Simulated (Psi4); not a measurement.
C4H4N2, singlet, geometry from GFN2-xTB; PBE/def2-SVPD run with Psi4.

Psi4 was given this input:
```
memory 2 GB

molecule {
0 1
C     2.03595225   -0.24490012    0.06530847
C     0.71020118   -0.09433246    0.02213507
C    -0.09321437    1.14340710    0.07921470
N    -1.34077768    0.84922154    0.00694022
C    -1.35987892   -0.54994971   -0.09542839
N    -0.21794272   -1.13210822   -0.09109305
H     2.47963118   -1.22444020    0.01229451
H     2.69134837    0.60482427    0.15375163
H     0.27709502    2.14675307    0.16717704
H    -2.29539260   -1.07227925   -0.17153248
}

set {
  basis def2-svpd
}

energy('pbe')
print_variables()
```

The log (banner, timings and long lists left out):

```
   => Loading Basis Set <=

    Name: DEF2-SVPD
    Role: ORBITAL
    Keyword: BASIS

         ---------------------------------------------------------
                                   SCF
               by Justin Turney, Rob Parrish, Andy Simmonett
                          and Daniel G. A. Smith
                              RKS Reference
         ---------------------------------------------------------

  ==> Geometry <==

    Molecular point group: c1
    Full point group: C1

    Geometry (in Angstrom), charge = 0, multiplicity = 1:

       Center              X                  Y                   Z               Mass
    ------------   -----------------  -----------------  -----------------  -----------------
         C            2.075093973009    -0.239250661680     0.067316082374    12.000000000000
         C            0.749342903009    -0.088683001680     0.024142682374    12.000000000000
         C           -0.054072646991     1.149056558320     0.081222312374    12.000000000000
         N           -1.301635956991     0.854870998320     0.008947832374    14.003074004430
         C           -1.320737196991    -0.544300251680    -0.093420777626    12.000000000000
         N           -0.178800996991    -1.126458761680    -0.089085437626    14.003074004430
         H            2.518772903009    -1.218790741680     0.014302122374     1.007825032230
         H            2.730490093009     0.610473728320     0.155759242374     1.007825032230
         H            0.316236743009     2.152402528320     0.169184652374     1.007825032230
         H           -2.256250876991    -1.066629791680    -0.169524867626     1.007825032230

  Running in c1 symmetry.

  Rotational constants: A =      0.30789  B =      0.13568  C =      0.09418 [cm^-1]
  Rotational constants: A =   9230.25660  B =   4067.51572  C =   2823.34611 [MHz]
  Nuclear repulsion =  207.153461091162853

  Charge       = 0
  Multiplicity = 1
  Electrons    = 42
  Nalpha       = 21
  Nbeta        = 21

  ==> Algorithm <==

  SCF Algorithm Type is DF.
  DIIS enabled.
  MOM disabled.
  Fractional occupation disabled.
  Guess Type is SAD.
  Energy threshold   = 1.00e-06
  Density threshold  = 1.00e-06
  Integral threshold = 1.00e-12

  ==> Primary Basis <==

  Basis Set: DEF2-SVPD
    Blend: DEF2-SVPD
    Number of shells: 64
    Number of basis functions: 152
    Number of Cartesian functions: 164
    Spherical Harmonics?: true
    Max angular momentum: 2

  ==> DFT Potential <==

[...]
   @DF-RKS iter   6:  -263.78370969582005   -4.28526e-04   1.11559e-04 ADIIS/DIIS
   @DF-RKS iter   7:  -263.78382340191945   -1.13706e-04   5.94795e-05 DIIS
   @DF-RKS iter   8:  -263.78386822506502   -4.48231e-05   1.29747e-05 DIIS
   @DF-RKS iter   9:  -263.78386989491952   -1.66985e-06   7.31150e-06 DIIS
   @DF-RKS iter  10:  -263.78387048293888   -5.88019e-07   1.10243e-06 DIIS
   @DF-RKS iter  11:  -263.78387049998844   -1.70496e-08   2.37709e-07 DIIS
  Energy and wave function converged.

  ==> Post-Iterations <==

   Electrons on quadrature grid:
      Ntotal   =   41.9999875718 ; deviation = -1.243e-05

    Orbital Energies [Eh]
    ---------------------

    Doubly Occupied:

[...]
    Virtual:

[...]
    Final Occupation by Irrep:
              A
    DOCC [    21 ]
    NA   [    21 ]
    NB   [    21 ]

  @DF-RKS Final Energy:  -263.78387049998844

   => Energetics <=

    Nuclear Repulsion Energy =            207.1534610911628533
    One-Electron Energy =                -765.6453172235267175
    Two-Electron Energy =                 331.3138416160331872
    DFT Exchange-Correlation Energy =     -36.6058559836577402
    Empirical Dispersion Energy =           0.0000000000000000
    VV10 Nonlocal Energy =                  0.0000000000000000
    Total Energy =                       -263.7838704999884385

Computation Completed

Properties will be evaluated at   0.000000,   0.000000,   0.000000 [a0]

Properties computed using the SCF density matrix

 Multipole Moments:

 ------------------------------------------------------------------------------------
     Multipole            Electronic (a.u.)      Nuclear  (a.u.)        Total (a.u.)
 ------------------------------------------------------------------------------------

 L = 1.  Multiply by 2.5417464519 to convert [e a0] to [Debye]
 Dipole X            :         -2.1531919            3.1066198            0.9534278
 Dipole Y            :         -0.1453345            0.4483890            0.3030545
 Dipole Z            :         -0.0984268            0.1593412            0.0609144
 Magnitude           :                                                    1.0022860

 ------------------------------------------------------------------------------------

  Variable Map:
  ----------------------------------------------------------------------------
[...]
  Array Variable Map:
  ----------------------------------------------------------------------------
[...]
[...]
```
